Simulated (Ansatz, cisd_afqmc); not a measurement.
System: GaH$_{3}$Se, charge 0, singlet. GaH3Se (SMILES [GaH2][SeH]).
B3LYP-D3(BJ)/def2-TZVP minimum from Ansatz (an electronic-structure program):
```xyz
5

Ga     0.2661     0.0136    -1.1550
H     -0.8086    -0.5957    -2.1095
H      1.6387     0.6307    -1.5697
Se    -0.2952    -0.0314     1.1159
H      0.9575     0.6113     1.5435
```
Charge 0, spin multiplicity 1.

Total energies in cc-pVDZ, 12 correlated electrons, 28 frozen orbitals. Open shells are spin-unrestricted; no spin-orbit coupling. Cores are frozen in correlated methods (noble-gas shells, and filled d and f shells in the p block). No relativity. AFQMC/CISD: phaseless, guided by CISD from CCSD amplitudes; bars are statistical, one sigma. Outlying blocks are dropped, and bars are widened where a walk drifts. Over all cases where full CI ran beside it in this data, AFQMC minus full CI had a median of +0.1 mEh and passed +0.4 mEh in a tenth of the cases.

The bar of a AFQMC/CISD walk is widened from 0.26 to 0.33 mEh, since its error had not levelled off in the blocking analysis, or few joins of blocks were possible.

```json
[
 {"method": "HF", "program": "Ansatz", "energy (Eh)": "-4324.79994", "minus CCSDTQ (mEh)": "223.92"},
 {"method": "MP2", "program": "Ansatz", "energy (Eh)": "-4324.98467", "minus CCSDTQ (mEh)": "39.19"},
 {"method": "CCSD", "program": "Ansatz", "energy (Eh)": "-4325.01738", "minus CCSDTQ (mEh)": "6.48"},
 {"method": "CCSD(T)", "program": "Ansatz", "energy (Eh)": "-4325.02269", "minus CCSDTQ (mEh)": "1.17"},
 {"method": "CCSDT(Q)", "program": "Ansatz", "energy (Eh)": "-4325.02385", "minus CCSDTQ (mEh)": "0.01"},
 {"method": "CCSDTQ", "program": "Ansatz", "energy (Eh)": "-4325.02386", "minus CCSDTQ (mEh)": "0.00"},
 {"method": "AFQMC/CISD", "program": "cisd_afqmc", "energy (Eh)": "-4325.0238 ± 0.0004", "minus CCSDTQ (mEh)": "0.0 ± 0.4"}
]
```

Rough core times of Ansatz's runs on a shared machine: CCSD(T) under 20 s, CCSDT(Q) under 20 s, CCSDTQ 10 min.
